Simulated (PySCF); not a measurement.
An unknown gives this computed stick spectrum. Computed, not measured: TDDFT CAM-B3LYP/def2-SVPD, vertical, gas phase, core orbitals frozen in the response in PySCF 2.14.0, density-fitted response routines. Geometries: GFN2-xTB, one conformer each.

| state | E (eV) | f |
| --- | --- | --- |
| S1 | 3.93 | 0.0000 |
| S2 | 4.99 | 0.097 |
| S3 | 5.06 | 0.0000 |
| S4 | 5.22 | 0.0001 |
| S5 | 5.76 | 0.056 |
| S6 | 6.22 | 0.435 |
| S7 | 7.19 | 0.035 |
| S8 | 7.26 | 0.022 |

Question: Which candidate is it?
A. `C=C/C=C\c1ccon1`
B. `C#C/C=C/C(=O)NC=C`
C. `O=C(O)c1cc(=O)cco1`

Answer: C. Its S1, at 3.93 eV, is the lowest among the candidates; the nearest of the others has S1 at 4.45 eV. S1 is HOMO→LUMO (80%), HOMO→LUMO+1 (13%). Löwdin shares by element: HOMO oxygen 67% or more, carbon 28% or more; LUMO carbon 48% or more, oxygen 12% or more (atoms not listed hold the other 40%). At the same level the other candidates give, for their lowest levels:
- `C#C/C=C/C(=O)NC=C`: 4.45 eV (f 0.000); 4.73 eV (f 0.662); 5.04 eV (f 0.000); 5.13 eV (f 0.203); 6.16 eV (f 0.004); T1 3.01 eV; HOMO -8.10, LUMO -1.13 eV
- `C=C/C=C\c1ccon1`: 4.78 eV (f 0.570); 5.65 eV (f 0.002); 5.81 eV (f 0.046); 6.47 eV (f 0.299); 6.55 eV (f 0.001); T1 2.68 eV; HOMO -7.81, LUMO -0.64 eV

Conformer computed: `[O:1]=[C:2]([OH:3])[c:4]1[cH:5][c:6](=[O:7])[cH:8][cH:9][o:10]1`: O1–C2–C4–C5 0°, H–O3–C2–O1 0°.
Triplets come from the Tamm–Dancoff approximation.
